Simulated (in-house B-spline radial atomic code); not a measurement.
Whole-atom quantities along the 23-electron series, configuration [Ar] 3d5. Breit and QED terms are first order and not part of the total energy; the density at the nucleus is averaged over the nuclear charge. Computed with an all-electron radial atomic-structure program (B-spline basis): Dirac-Hartree-Fock, average of the configuration, finite nuclei.

| ion | Z | E/Z² (Eh) | Σ<r²> (bohr²) | n(0)/Z³ (bohr⁻³) | Lamb diamagnetic shielding (ppm) | repulsion over attraction | Breit energy (eV) | self-energy (eV) | vacuum polarisation (eV) | Dirac less non-relativistic energy (Eh) |
| --- | --- | --- | --- | --- | --- | --- | --- | --- | --- | --- |
| Sn27+ | 50 | -2.2911 | 1.5206 | 1.4664 | 4586.17 | 0.088108 | 114.04 | 90.773 | -11.586 | -151.9 |
| Sb28+ | 51 | -2.3027 | 1.442 | 1.508 | 4698.92 | 0.086468 | 121.76 | 97.352 | -12.614 | -165.48 |
| Te29+ | 52 | -2.314 | 1.3694 | 1.5495 | 4812.45 | 0.08488 | 129.83 | 104.28 | -13.714 | -179.98 |
| I30+ | 53 | -2.3252 | 1.3019 | 1.5959 | 4926.81 | 0.08334 | 138.27 | 111.57 | -14.893 | -195.46 |
| Xe31+ | 54 | -2.3362 | 1.2392 | 1.6427 | 5042.02 | 0.081848 | 147.08 | 119.24 | -16.153 | -211.95 |
| Cs32+ | 55 | -2.347 | 1.1809 | 1.6927 | 5158.12 | 0.0804 | 156.27 | 127.3 | -17.5 | -229.51 |
| Ba33+ | 56 | -2.3576 | 1.1264 | 1.7439 | 5275.13 | 0.078995 | 165.86 | 135.76 | -18.939 | -248.2 |
| La34+ | 57 | -2.3681 | 1.0756 | 1.7985 | 5393.09 | 0.077631 | 175.85 | 144.65 | -20.475 | -268.05 |
| Ce35+ | 58 | -2.3784 | 1.028 | 1.8554 | 5512.02 | 0.076306 | 186.25 | 153.98 | -22.114 | -289.13 |
| Pr36+ | 59 | -2.3887 | 0.98336 | 1.9155 | 5631.98 | 0.075018 | 197.07 | 163.76 | -23.861 | -311.49 |
| Nd37+ | 60 | -2.3988 | 0.9415 | 1.9779 | 5752.99 | 0.073766 | 208.33 | 174.02 | -25.723 | -335.19 |
| Pm38+ | 61 | -2.4088 | 0.90216 | 2.0405 | 5875.08 | 0.072547 | 220.03 | 184.76 | -27.706 | -360.29 |
| Sm39+ | 62 | -2.4187 | 0.86514 | 2.0988 | 5998.27 | 0.071362 | 232.18 | 196.02 | -29.813 | -386.83 |
| Eu40+ | 63 | ? | ? | ? | ? | ? | ? | ? | ? | ? |
| Gd41+ | 64 | ? | ? | ? | ? | ? | ? | ? | ? | ? |
| Tb42+ | 65 | -2.4481 | 0.76629 | 2.3319 | 6375.16 | 0.067985 | 271.5 | 233.04 | -37.005 | -475.98 |
| Dy43+ | 66 | ? | ? | ? | ? | ? | ? | ? | ? | ? |
| Ho44+ | 67 | -2.4673 | 0.70912 | 2.4869 | 6632.79 | 0.065874 | 300.2 | 260.66 | -42.58 | -543.93 |
| Er45+ | 68 | -2.4769 | 0.68279 | 2.5725 | 6763.68 | 0.064856 | 315.33 | 275.41 | -45.635 | -580.7 |
| Tm46+ | 69 | -2.4864 | 0.65782 | 2.6735 | 6896.08 | 0.063862 | 331 | 290.84 | -48.89 | -619.47 |

Question: Fill in the row of Eu40+.

Answer: E/Z² (Eh): -2.4286; Σ<r²> (bohr²): 0.83026; n(0)/Z³ (bohr⁻³): 2.1688; Lamb diamagnetic shielding (ppm): 6122.65; repulsion over attraction: 0.070207; Breit energy (eV): 244.81; self-energy (eV): 207.8; vacuum polarisation (eV): -32.061; Dirac less non-relativistic energy (Eh): -414.92.

Question: Fill in the row of Gd41+.

Answer: E/Z² (Eh): -2.4383; Σ<r²> (bohr²): 0.79736; n(0)/Z³ (bohr⁻³): 2.2403; Lamb diamagnetic shielding (ppm): 6248.25; repulsion over attraction: 0.069082; Breit energy (eV): 257.91; self-energy (eV): 220.14; vacuum polarisation (eV): -34.451; Dirac less non-relativistic energy (Eh): -444.6.

Question: Fill in the row of Dy43+.

Answer: E/Z² (Eh): -2.4577; Σ<r²> (bohr²): 0.73692; n(0)/Z³ (bohr⁻³): 2.3963; Lamb diamagnetic shielding (ppm): 6503.26; repulsion over attraction: 0.066917; Breit energy (eV): 285.59; self-energy (eV): 246.54; vacuum polarisation (eV): -39.7; Dirac less non-relativistic energy (Eh): -509.02.

Question: With what power of Z does the column «Dirac less non-relativistic energy (Eh)» change over this range?

Answer: A fit of the logarithm of its size against log Z from Z = 50 to 69 has slope 4.36. An unscreened hydrogenic electron would give 4 at low Z; screening makes the apparent power larger near the neutral end, and relativity raises it again at high Z.
